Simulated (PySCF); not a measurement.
Structure with atom numbers: `[CH2:1]=[CH:2][C:3]1=[CH:4][C:5]([SiH2:6][CH3:7])=[CH:8][CH2:9][CH2:10]1`. Each H is labelled by its parent atom. Ha(C1) is cis to C3; Hb(C1) is trans to C3.

PySCF 2.14 calculation with shieldings: GIAO PBE0/pcSseg-1 and geometry: GFN2-xTB; one computed conformer, averaged over atoms made equivalent by symmetry, fast rotation or ring inversion, gas phase, no relativistic terms.

References, each an isolated molecule treated in the same way: ¹³C (σ = 186.93 ppm) vs TMS.

Task: Do the ¹³C shifts follow the atomic charges (in e)? Tabulate both.

Result: 
```tsv
atoms	hybridisation	δ (ppm)	σ para (ppm)	Hirshfeld	IAO	Mulliken	ESP-fitted
C2	sp2	146.6	-209	-0.05	-0.14	-0.14	-0.32
C8	sp2	146.4	-216	-0.03	-0.13	-0.15	-0.04
C3	sp2	140.8	-216	+0.01	+0.01	-0.28	+0.29
C5	sp2	138.5	-212	-0.11	-0.29	-0.36	-0.18
C4	sp2	136.2	-204	-0.06	-0.16	-0.01	-0.34
C1	sp2	118.5	-185	-0.10	-0.33	-0.13	-0.36
C9	sp3	28.0	-90	-0.07	-0.26	-0.13	-0.17
C10	sp3	24.0	-85	-0.07	-0.26	-0.11	-0.10
C7	sp3	-9.4	-56	-0.21	-0.72	-0.64	-0.64
```

Correlation coefficients of δ with charge over these carbons: Hirshfeld +0.62, IAO +0.73, Mulliken +0.42, ESP-fitted +0.40; with the paramagnetic shielding -1.00. Among the 6 sp2 carbons alone: Hirshfeld +0.61, IAO +0.66, Mulliken -0.16, ESP-fitted +0.39. With so few points, grouped by hybridisation, these coefficients are fragile. Charge is one influence among several: hybridisation and low-lying excitations act through the paramagnetic term.

Shifts are as computed. Against solution values, carbons near 30 ppm lie about +3 ppm off and those near 130 ppm about +5 ppm. Of 1309 compounds with measured shifts, 239 miss one by over three times the rms of a fit or turn the order of signals round; such compounds aren't used in these exercises.
